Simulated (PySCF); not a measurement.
A species of formula C7H13OPSi has this rotational fingerprint, computed with PBE0/pcSseg-1 in PySCF (dipole) on a GFN2-xTB geometry, gas phase:

| Item | Value |
| --- | --- |
| Rotational constants | A = 1357, B = 810.5, C = 573.6 MHz |
| Dipole components | \|μa\| = 0.50 D, \|μb\| = 0.86 D, \|μc\| = 1.43 D |
| Inertial defect | -114.98 u·Å² |
| κ | -0.40 |

Question: Which structure is it? (One computed conformer of each.)
A. `Cc1occ([Si](C)(C)C)p1`
B. `[CH3:1][O:2][c:3]1[cH:4][cH:5][cH:6][p:7]1[SiH:8]([CH3:9])[CH3:10]` with C1–O2–C3–C4 2°, C6–P7–Si8–C9 -76°
C. `[CH3:1][O:2]/[C:3]([SiH3:4])=[P:5]/[C:6]1=[CH:7][CH2:8][CH2:9][CH2:10]1` with C1–O2–C3–Si4 -179°, C3–P5–C6–C7 -58°, C6–C7–C8–C9 -11°, C7–C8–C9–C10 18°, C8–C9–C10–C6 -20°, P5–C6–C10–C9 -173°

Answer: B. It is COc1cccp1[SiH](C)C, an asymmetric top, point group C1. The candidates at the same level (rigid rotor, commonest isotopes):

```
                 SMILES  A (MHz)  B (MHz)  C (MHz)  μa (D)  μb (D)  μc (D)  Δ (u·Å²)  point group                        rotor
  Cc1occ([Si](C)(C)C)p1     1904    566.7    511.1    0.10    1.03    0.00   -168.49      near Cs  near-prolate asymmetric top
CO/C([SiH3])=P/C1=CCCC1     1789    597.2    491.8    0.39    0.06    0.12   -101.07           C1               asymmetric top
     COc1cccp1[SiH](C)C     1357    810.5    573.6    0.50    0.86    1.43   -114.98           C1               asymmetric top
```

`CO/C([SiH3])=P/C1=CCCC1` has A 32 % too high; `Cc1occ([Si](C)(C)C)p1` has A 40 % too high. No structure here is proved a minimum.
